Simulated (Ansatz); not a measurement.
C$_{2}$H$_{6}$TeZn, SMILES `[CH3][Zn][Te]C`. Total charge 0; spin multiplicity 1. Te takes the def2 core potential.

```xyz
10

C    -0.377    1.758   -1.872
Zn   -0.756    0.244   -0.710
Te   -1.247   -1.695    0.771
C     0.604   -1.614    1.885
H    -0.414    2.694   -1.311
H     0.614    1.661   -2.320
H    -1.113    1.810   -2.678
H     0.553   -2.427    2.607
H     1.450   -1.766    1.221
H     0.687   -0.665    2.409
```

Q: What are the harmonic wavenumbers in cm⁻¹ at PBE0-D4/def2-TZVP (Ansatz, finite differences of forces, unscaled)? (An estimate is asked.)

A: Computed: 5, 74, 82, 105, 136, 221, 530, 562, 671, 679, 837, 851, 1189, 1253, 1445, 1446, 1461, 1464, 3050, 3087, 3138, 3141, 3187, 3198.
